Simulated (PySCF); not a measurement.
Exercise with solution: oscillator strength and radiative lifetime

BrHSTe, SMILES [Te](S)Br.

Coordinates come from a PBE0-D3(BJ)/def2-SVP optimisation. The def2 effective core potentials stand for the cores of Te; spin–orbit coupling is left out. The values are those of a single conformer.

TDDFT-LC-ωPBE/def2-SVPD run with PySCF puts the first singlet state with f over 0.02 at 4.76 eV (vertical), with the transition dipole (-0.276, -0.035, 0.349) in atomic units.

### Question
Find the oscillator strength, the wavelength and the radiative lifetime that this transition would have in vacuum if emission retraced absorption.

### Answer

|μ|² = 0.1992 au, so |μ| = 1.13 D. ΔE = 4.76/27.211 = 0.1749 hartree. f = (2/3) ΔE |μ|² = 0.023 (the program prints 0.023).
λ = 1239.84/4.76 = 260 nm; ν = 38392 cm⁻¹.
Einstein's coefficient A = 0.6670 ν² f s⁻¹ (ν in cm⁻¹) = 2.3e7 s⁻¹, so τ = 1/A = 44 ns. This state is S4; the lower singlets have f = 0.001, 0.001, 0.007. The figure is the radiative limit of this one transition; relaxation, internal conversion, crossing to triplets and a medium change what is measured.
